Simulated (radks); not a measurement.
The numbers below are computed, except where a source is named.
Numerical settings for the nickel ion Ni7+, [Ar] 3d3. Code: a radial shooting solver on a logarithmic mesh with Libxc functionals. Model: non-relativistic Kohn-Sham, TPSS, spin-polarised, spherical densities, point nucleus; open shells are filled with parallel spins first; meta-GGA in the generalised Kohn-Sham scheme. The defaults (mesh step 0.008 in ln r, mesh end at 40 bohr or more with all orbitals vanishing there, Anderson mixing 0.5 over 9 steps, residual threshold near 1e-9 with the energy settled to 1e-9 hartree or 1e-11 of itself, here a cap of 69 iterations) give E = -1492.256 hartree and 3d at -148.67 eV in 10 iterations. Run on one thread of a shared host, so times are rough (Intel(R) Xeon(R) Platinum 8488C): 0.17 s of CPU time, 0.17 s wall, 10 iterations on 2476 mesh points. Changes against that run (0 stands for a change within the tolerance of the run):

setting,iterations,converged,E (mhartree),e(3d) (meV),CPU (s)
mesh step in ln r 0.05,10,yes,-0.0177,-0.00749,0.04
mesh step in ln r 0.012,10,yes,0,0,0.12
mesh step in ln r 0.12,2,no,diverged,-,0.01
mesh end (bohr) 3,10,yes,+0.677,+21.4,0.15
mesh end (bohr) 12,10,yes,0,0,0.16
residual threshold 0.1,9,yes,0,-0.0405,0.15
residual threshold 1e-05,9,yes,0,-0.0405,0.15
mixing 1,9,yes,0,+0.0338,0.17
"linear mixing, mixing 0.5",22,yes,0,+0.0112,0.34
"linear mixing, mixing 0.8",11,yes,0,+0.0396,0.2
mixing history 20,10,yes,0,0,0.18
iteration cap 8,8,no,0,-0.0405,0.12

No run marked as converged misses the energy by more than 1 mhartree. A mesh that ends early acts as a hard wall.
